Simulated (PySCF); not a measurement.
Species: WO3 (singlet state).
Bonds: W1–O2, W1–O3, W1–O4.

The closed-shell ground state was solved at several levels (PySCF, density fitting, gas phase). Geometry: PBE0-D3(BJ)/def2-SVP; no solvent, vibrations or thermal averaging. Atoms past krypton carry effective core potentials; spin–orbit coupling is left out.

| level | basis functions | HOMO (eV) | LUMO (eV) | gap (eV) | dipole (D) |
| --- | --- | --- | --- | --- | --- |
| B3LYP/pcSseg-1 (def2-TZVP on W) | 91 | -8.61 | -5.17 | 3.44 | 5.86 |
| wB97X-D/def2-SVPD | 104 | -10.90 | -3.06 | 7.84 | 6.00 |

Q: Estimate the row for PBE0/pcSseg-1 (def2-TZVP on W), a basis of 91 functions; the other rows only guide the guess.

A: HOMO -8.88 eV, LUMO -4.82 eV, gap 4.06 eV, dipole 5.96 D.

Q: Over all these levels, which gives the widest orbital gap and which the narrowest?

A: wB97X-D/def2-SVPD (range-separated hybrid) has the widest, 7.84 eV, and B3LYP/pcSseg-1 (def2-TZVP on W) (global hybrid, 20 % exact exchange) the narrowest, 3.44 eV. Functional and basis both differ between the two, so the spread mixes both effects.

Q: How far do the dipole and the HOMO energy spread over the levels?

A: The dipole runs from 5.86 to 6.00 D (mean 5.94 D) and the HOMO from -10.90 to -8.61 eV.
